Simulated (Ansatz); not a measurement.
`OC[SiH2]Cl` and `OC[SiH2]CCl` differ in one atom or group.

Ansatz, PBE0-D4/def2-TZVP geometries, multiplicity 1. Each molecule was computed in one conformer, which needn't be the lowest.

| property | `OC[SiH2]Cl` |
| --- | --- |
| ideal-gas entropy at 298 K and 1 bar (rigid rotor, harmonic PBE0-D4/def2-TZVP) / J/(mol·K) | 324 |
| HOMO energy (PBE/def2-TZVPP) / eV | -6.25 |
| LUMO energy (PBE0/def2-TZVPP) / eV | -0.02 |
| LUMO energy (PBE/def2-TZVPP) / eV | -0.92 |
| LUMO energy (B3LYP/def2-TZVPP) / eV | -0.26 |
| size of the dipole moment (B3LYP/def2-TZVPP) / D | 1.32 |

Problem. What does the change do to each property? (Best estimate.)

Solution. Computed: 
| property | `OC[SiH2]CCl` | shift |
| --- | --- | --- |
| ideal-gas entropy at 298 K and 1 bar (rigid rotor, harmonic PBE0-D4/def2-TZVP) / J/(mol·K) | 357 | 33 |
| HOMO energy (PBE/def2-TZVPP) / eV | -5.95 | 0.30 |
| LUMO energy (PBE0/def2-TZVPP) / eV | -0.02 | 0.00 |
| LUMO energy (PBE/def2-TZVPP) / eV | -1.04 | -0.12 |
| LUMO energy (B3LYP/def2-TZVPP) / eV | -0.28 | -0.02 |
| size of the dipole moment (B3LYP/def2-TZVPP) / D | 2.57 | 1.25 |

The zero-point energy changes by 70.7 kJ/mol with +9 modes. Dipoles are sizes alone; their direction can turn.

B3LYP here is the variant with VWN-RPA as its local correlation; programs differ in this.
